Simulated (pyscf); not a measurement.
Optimised with ωB97X-D3(BJ)/def2-SVP in PySCF. MP2 and CC: frozen core, UHF for open shells. ΔMP2 is the change of the MP2 total energy from the triple- to the quadruple-zeta basis.

Q: Estimate the classical barrier height and the reaction energy of [HO–Ga–OH]• -> •O–GaH–OH at CCSD(T)/def2-TZVPP + ΔMP2(QZVPP). The step runs on the doublet surface, breaks H–O and forms Ga–H; take the reactant's lowest minimum found as zero.

A: ΔE‡ = 2.66 eV, ΔE = +1.70 eV. Zero-point energy shifts the barrier by -0.18 eV. It is a hydrogen shift, with an imaginary mode of 1428i cm⁻¹. One saddle was located; it need not be the lowest between these sides. The CCSD(T) − MP2 part came from Ansatz, without density fitting, on the same reference. The frozen core leaves the outer d or s,p core shells of the metals and heavy elements correlated in the MP2 and CC values, and def2-TZVPP describes them poorly, which can shift differences by a few kcal/mol. Elements up to Kr have no core potential and no relativistic terms here.
